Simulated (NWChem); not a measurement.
Molecule: CH₂BNO₃; SMILES B(N=C=O)(O)O

```xyz
8

B      0.0746    -1.0225     0.0000
N     -0.0571     0.4173     0.0000
C     -0.1681     1.6064     0.0000
O     -0.2764     2.7700     0.0000
O      1.2931    -1.6120     0.0000
H      2.0133    -0.9763     0.0000
O     -1.0168    -1.8233     0.0000
H     -1.8404    -1.3291     0.0000
```
Atoms are numbered in this order, from 1.

All runs: NWChem. Pople sets run with spherical d functions. Geometry: optimised at PBE0/def2-SVP. Level: PBE0/6-31+G*; rows give the wavelength of the field.

| field | isotropic polarisability (bohr³) | anisotropy (bohr³) |
|---|---|---|
| static | 39.5 | 34.4 |
| 1065 nm | 39.8 | 34.9 |
| 589 nm | … | … |
| 400 nm | 41.9 | 37.9 |

Fill in the missing entries.


- 589 nm, isotropic polarisability (bohr³): 40.5
- 589 nm, anisotropy (bohr³): 35.9
